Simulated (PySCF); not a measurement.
# Does the structure fit the spectrum?

A compound C5H6F2OSi gives the data below (simulated from a calculation) and was assigned the structure `O=C1C=C(C(F)F)C[SiH2]1`.

¹³C{¹H} NMR (computed): δ 196.5 (C), 168.7 (C), 159.8 (CH), 133.1 (C), 32.7 (CH3).

¹H NMR (400 MHz, computed): δ 7.84 (m, 1H), 5.13 (m, 2H), 2.60 (s, 3H).

Averaged over atoms made equivalent by symmetry, fast rotation or ring inversion, gas phase, non-relativistic, one conformer. GIAO PBE0/pcSseg-1 shieldings; geometry: GFN2-xTB; PySCF.

References, each an isolated molecule treated in the same way: TMS for ¹H (31.72 ppm), ¹³C (186.93 ppm).

Question: Compare with the shifts computed for the proposed structure, pairing carbons in order of shift.

Answer: Numbering as in the mapped SMILES `[O:1]=[C:2]1[CH:3]=[C:4]([CH:5]([F:6])[F:7])[CH2:8][SiH2:9]1`; H(Xn) means a hydrogen on atom n.

```json
{"atom": "C2", "computed for proposal": "236.0", "given list": "196.5", "difference": "+39.5"}
{"atom": "C4", "computed for proposal": "175.4", "given list": "168.7", "difference": "+6.7"}
{"atom": "C3", "computed for proposal": "146.6", "given list": "159.8", "difference": "-13.2"}
{"atom": "C5", "computed for proposal": "121.3", "given list": "133.1", "difference": "-11.8"}
{"atom": "C8", "computed for proposal": "11.2", "given list": "32.7", "difference": "-21.5"}
```

The rms difference is 21.8 ppm and the largest +39.5 ppm at C2 (carbonyl carbon). The carbon types in order of shift don't match either: C, C, CH, CH, CH2 for the proposal against C, C, CH, C, CH3 in the data. The proposal doesn't fit.

Question: Which isomer fits?

Answer: SMILES CC(=O)C1=C[SiH2]C1(F)F.

1. Carbon types of the structure: 3 × C, 1 × CH, 1 × CH3, leaving 2 H on heteroatoms.
2. δC 196.5: ketone carbonyl carbon; the double bond to the heteroatom, with no lone-pair donor beside it, deshields it most.
3. δC 168.7: α carbon of a C=C–C=O unit.
4. δC 159.8: β carbon of a C=C–C=O unit; conjugation with the carbonyl draws π density from the β position.
5. δC 133.1: allylic fully substituted sp3 carbon bonded to 2 F and Si; 2 electronegative neighbours deshield it.

Other isomers checked: CC1=CC=CO[Si]1(F)F (rms 26.2 ppm); COC1=C(F)[SiH2]C=C1F (rms 27.0 ppm).

The shifts were computed for this structure.

Splittings by ¹⁹F in the carbon and heteronuclear signals aren't shown, as no couplings were computed. Shifts are as computed. Against solution values, carbons near 30 ppm lie about +3 ppm off and those near 130 ppm about +5 ppm. Of 1211 compounds with measured shifts, 218 miss one by over three times the rms of a fit or turn the order of signals round; such compounds aren't used in these exercises. Multiplicities follow the n + 1 count of equivalent neighbours, as no J values were calculated; m marks all less simple cases, F and P coupling included.
